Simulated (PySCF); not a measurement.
## Does the structure fit the spectrum?

A compound C5H11NO2Si2 gives the data below (simulated from a calculation) and was assigned the structure `CO[Si@@H]1CC[C@@H](C#N)[SiH2]O1`.

¹³C{¹H} NMR (computed): δ 157.9 (C), 95.8 (C), 79.6 (C), 57.8 (CH2), 23.0 (CH2).

¹H NMR (300 MHz, computed): δ 6.20 (br s, 1H), 4.76 (s, 6H), 3.35 (t, 2H), 2.60 (t, 2H).

Calculated, not measured (PySCF 2.14): structure optimised with GFN2-xTB, GIAO PBE0/pcSseg-1 shieldings. One computed conformer, rapidly exchanging positions averaged, isolated molecule, non-relativistic Hamiltonian.

Scale: ¹H (31.72 ppm), ¹³C (186.93 ppm) against TMS (reference shieldings calculated alike).

(1) Compare with the shifts computed for the proposed structure, pairing carbons in order of shift.

(2) Which isomer fits?

Results:

(1) Structure with atom numbers: `[CH3:1][O:2][Si@@H:3]1[CH2:4][CH2:5][C@@H:6]([C:7]#[N:8])[SiH2:9][O:10]1`; H(Xn) means a hydrogen on atom n.

```tsv
atom	computed for proposal	given list	difference
C7	123.7	157.9	-34.2
C1	52.7	95.8	-43.1
C5	27.2	79.6	-52.4
C4	17.1	57.8	-40.7
C6	15.1	23.0	-7.9
```

The rms difference is 38.7 ppm and the largest -52.4 ppm at C5 (sp3 CH2 in a ring). The carbon types in order of shift don't match either: C, CH3, CH2, CH2, CH for the proposal against C, C, C, CH2, CH2 in the data. The proposal doesn't fit.

(2) `O=C(O)C#CCCN([SiH3])[SiH3]`.

- Carbon types of the structure: 3 × C, 2 × CH2, leaving 7 H on heteroatoms.
- δC 157.9: carboxylic acid carbon; lone-pair donation from the attached heteroatom keeps it upfield of a ketone carbonyl.
- δC 95.8, 79.6: alkyne carbon; the triple bond shields along its axis, which puts it between sp3 and sp2 carbons.
- δC 57.8: sp3 CH2 bonded to N; the inductive effect lowers its shielding.
- δH 6.20: hydrogen on an acid hydroxyl oxygen; exchangeable; this is the value without hydrogen bonding to other molecules.

The shifts were computed for this structure.

Exchangeable OH/NH protons stand at their gas-phase positions; hydrogen bonding in a real sample shifts them, mostly to higher δ. Shifts are as computed. Against solution values, carbons near 30 ppm lie about +3 ppm off and those near 130 ppm about +5 ppm. Of 1309 compounds with measured shifts, 239 miss one by over three times the rms of a fit or turn the order of signals round; such compounds aren't used in these exercises. Hydrogen bonding in solution deshields acid and N–H amide carbonyl carbons by as much as 10 ppm beyond these values. No couplings were computed; multiplicities are counted from neighbouring protons, with m where these are inequivalent, close in shift, in a saturated or five-membered ring or joined by F or P, and br s for small geminal =CH2 splittings.
